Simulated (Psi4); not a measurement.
Intermolecular potential of H6Si2 ··· CH4O (SMILES [SiH3][SiH3] and CO). Monomers: optimised at B3LYP-D3(BJ) (def2-TZVP), held rigid. Orientation: lowest of the rigid-body minima from ten starts at GFN2-xTB. The monomers approach along the line of their centres of mass (distance R); nothing else relaxes.

Method: Psi4 with SAPT0/jun-cc-pVDZ, frozen core.

Components in kJ/mol:

| R / Å | electrostatics | exchange | induction | dispersion | total |
|---|---|---|---|---|---|
| 3.01 | -54.08 | 95.41 | -14.00 | -22.95 | 4.37 |
| 3.23 | -32.04 | 51.47 | -7.98 | -15.98 | -4.53 |
| 3.39 | -22.10 | 32.52 | -5.37 | -12.35 | -7.31 |
| 3.59 | -14.11 | 18.10 | -3.34 | -9.03 | -8.37 |
| 3.77 | -9.59 | 10.58 | -2.21 | -6.86 | -8.08 |
| 4.09 | -5.09 | 3.99 | -1.12 | -4.28 | -6.51 |
| 4.36 | -3.17 | 1.72 | -0.67 | -2.93 | -5.05 |
| 4.87 | -1.50 | 0.35 | -0.30 | -1.51 | -2.95 |
| 5.56 | -0.67 | 0.04 | -0.12 | -0.67 | -1.43 |
| 6.60 | -0.27 | 0.00 | -0.04 | -0.24 | -0.55 |
| 7.85 | -0.11 | 0.00 | -0.01 | -0.08 | -0.21 |
